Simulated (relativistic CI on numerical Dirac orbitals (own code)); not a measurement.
## How well does a small relativistic CI reproduce Te V?

Computed by Dirac-Coulomb-Breit CI, orbitals from a KLI potential per configuration, model QED (radiative potential, 1s self-energy scaled to tabulated hydrogen-like ionisation energies), valence Slater integrals scaled by 0.85, P86 correlation estimate, and configurations built on the next ion tied to the tabulated ionisation energy (semi-empirical) (own radial code, finite nucleus).

Configurations in the expansion (outside the closed core [Kr]): 4d¹⁰5s², 4d¹⁰5s5d, 4d¹⁰5s6s, 4d¹⁰5s6p, 4d¹⁰5s5p, 4d¹⁰5s6d, 4d¹⁰5s7s, 4d¹⁰5s5f, 4d¹⁰5s6f, 4d¹⁰5p², 4d¹⁰5d², 4d¹⁰5s5g, 4d¹⁰5p5d, 4d¹⁰4f², 4d¹⁰5s4f, 4d¹⁰4f5p, 4d¹⁰5f², 4d¹⁰5p5f, 4d⁹5s²4f, 4d¹⁰5g², 4d¹⁰5p6s, 4d¹⁰5s7p, 4d¹⁰5p5g, 4d⁹5s5p². Levels of other configurations are missing.

```tsv
Configuration	Term (tabulated)	J	Measured (cm⁻¹)	Computed	Error	Purity (%)
4d¹⁰5s²	1S	0	0.0	0	0	98
4d¹⁰5s5p	1P°	1	111707.0	122095	10388	95
4d¹⁰5p²	3P	0	176248.0	174398	-1850	94
4d¹⁰5p²	3P	1	182419.0	180020	-2399	100
4d¹⁰5p²	1D	2	182797.0	180553	-2244	58
4d¹⁰5p²	3P	2	192592.0	189923	-2669	66
4d¹⁰5s5d	3D	1	215612.0	225511	9899	99
4d¹⁰5s5d	3D	2	216137.0	225981	9844	99
4d¹⁰5s5d	3D	3	216989.0	226759	9770	99
4d¹⁰5s6s	3S	1	240837.0	250630	9793	100
```

Measured levels from Moore, Atomic Energy Levels, vol. III, NSRDS-NBS 35 (1971 reprint of NBS Circular 467, 1958); pairs were made by configuration, J and term (by order where the table uses no LS term), so strongly mixed levels may be paired wrongly. The analysis dates from before 1960.

Mean error by configuration (cm⁻¹): 4d¹⁰5s5p 10388; 4d¹⁰5p² -2290; 4d¹⁰5s5d 9838; 4d¹⁰5s6s 9793. Over the excited levels the mean absolute error is 6540 cm⁻¹ (9 of the 9 excited levels that our extract of the source holds in range could be paired), and the median relative error of those above 1,000 cm⁻¹ is 4.1 %.
